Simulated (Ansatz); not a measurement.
Born–Oppenheimer molecular dynamics of F2H2SSi (6 atoms, charge 0, multiplicity 1). It starts at the highest image of a converged band, a first-order saddle point between two minima.

Computed with RKS B3LYP/def2-SVP in Ansatz.

| Item | Value |
| --- | --- |
| ensemble | NVE (velocity Verlet) |
| time step | 0.5 fs |
| steps asked | 200 |
| starting velocities drawn for | 100 K |
| seed | 7603 |

First frame:

```xyz
6
Properties=species:S:1:pos:R:3
Si -0.032 0.078 0.426
H -0.163 0.419 -1.229
S 0.699 -1.758 0.183
H 0.204 -0.504 -1.131
F -1.538 0.412 0.873
F 0.831 1.354 0.878
```

Q: How far do the bonds stretch over the last three quarters of this one trajectory? (Pairs bonded in most of those frames.)

A: 
```
  bond  mean (Å)  spread (Å)  shortest  longest
Si1–S3     1.927       0.025      1.88     1.96
Si1–F5     1.605       0.013      1.59     1.63
Si1–F6     1.607       0.020      1.58     1.64
 H2–H4     0.767       0.028      0.72     0.82
```

Mean temperature of the second half: 1312 K. The conserved energy stayed within 0.11 meV per atom of its start (net change -0.066 meV per atom), so the integration is sound. The kinetic energy rose, since the run started high on the potential surface and went downhill. It ends in pieces (F2SSi + H2), so much of that is their flight and rotation, not heat. A run of 0.1 ps of so small a system gives no equilibrium averages. The orbitals stay closed-shell, which can raise the energy where a bond breaks towards radicals; this wasn't checked here.

The run took 83 s on 2 threads of AMD EPYC 9R45 96-Core Processor (Zen 5), with other jobs on the host, peak memory 0.16 GiB.
